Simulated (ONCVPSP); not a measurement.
## Lu (Z = 71): one change to an ONCV potential, before and after

* Element: Lu
* Generator: ONCVPSP 4.0.1
* Type: optimised norm-conserving Vanderbilt (ONCV)
* Functional: LDA (Perdew-Zunger)
* Relativity: scalar-relativistic
* Frozen core: [Kr] 4d10 4f14
* Valence charge: 11
* Reference configuration: 5s2 5p6 5d1 6s1.5 6p0.5
* Partial waves: 5s+6s: rc 2.25 bohr, ncon 4, nbas 7, qcut 4.4 1/bohr, 2 projectors; 5p+6p: rc 2.70 bohr, ncon 4, nbas 7, qcut 5.4 1/bohr, 2 projectors; 5d: rc 2.35 bohr, ncon 3, nbas 7, qcut 4.2 1/bohr, 2 projectors, debl 2.4 Ha
* Local potential: polynomial inside 1.50 bohr (lpopt 5, dvloc0 0 Ha)
* Core correction: Teter function, fcfact 1.5, rcfact 1.4

All-electron outer shells of the reference configuration (LDA (Perdew-Zunger), scalar-relativistic, ld1.x):

```json
{"shell": "4d", "level (eV)": "-192.46", "outermost node (bohr)": "0.23", "outermost maximum (bohr)": "0.48"}
{"shell": "5s", "level (eV)": "-61.95", "outermost node (bohr)": "0.57", "outermost maximum (bohr)": "1.04"}
{"shell": "5p", "level (eV)": "-32.53", "outermost node (bohr)": "0.61", "outermost maximum (bohr)": "1.19"}
{"shell": "4f", "level (eV)": "-10.56", "outermost node (bohr)": "–", "outermost maximum (bohr)": "0.47"}
{"shell": "6s", "level (eV)": "-5.27", "outermost node (bohr)": "1.41", "outermost maximum (bohr)": "3.00"}
{"shell": "5d", "level (eV)": "-2.50", "outermost node (bohr)": "0.68", "outermost maximum (bohr)": "1.84"}
{"shell": "6p", "level (eV)": "-1.75", "outermost node (bohr)": "1.73", "outermost maximum (bohr)": "4.21"}
```

Change: all radii but the core radius scaled by about 1.27 (s 2.84, p 3.42, d 2.98 bohr); local potential polynomial inside 1.90 bohr (lpopt 5, dvloc0 0 Ha).

Cutoffs: the cutoffs (Ha) at which the residual kinetic energy of the hardest occupied pseudo-wave falls to 1 and 0.1 mHa per electron; they do not see the model core or the augmentation charge, which bear on the density cutoff. Errors are all-electron minus pseudo energies relative to the spin-unpolarised reference configuration.

Q: What does the change do?

A: The potential gets softer (9.3 Ha and 24 Ha → 7.9 Ha and 9.4 Ha); of the 4 tests that both files solve, the error grows in 1 and shrinks in 3 by more than 15 % and 0.3 meV (median size 2.5 → 1.9 meV); neither file shows a bound ghost. A larger radius leaves more room for a smooth pseudo-wave, so fewer plane waves are needed.

| quantity | base | changed |
| --- | --- | --- |
| cutoff, loose | 9.3 Ha | 7.9 Ha |
| cutoff, tight | 24 Ha | 9.4 Ha |
| loose cutoff by channel | s 5.3 Ha, p 9.3 Ha, d 8.4 Ha | s 5.9 Ha, p 7.9 Ha, d 6.8 Ha |
| bound ghosts | none | none |
| GHOST(+) flags under 300 eV | none | none |
| error for 5s2 5p6 5d1 6s2 6p0, meV [ΔE -1.73 eV] | +0.4 | +0.1 |
| error for 5s2 5p6 5d1 6s1 6p0, meV [ΔE 5.85 eV] | -0.1 | -0.6 |
| error for 5s2 5p6 5d1 6s0 6p0, meV [ΔE 19.42 eV] | +6.6 | -5.1 |
| error for 5s2 5p6 5d2 6s1 6p0, meV [ΔE 1.27 eV] | -4.6 | +3.2 |
| rms error of d²Exc/dni dnj with the model core, mHa | 4.06 | 4.30 |
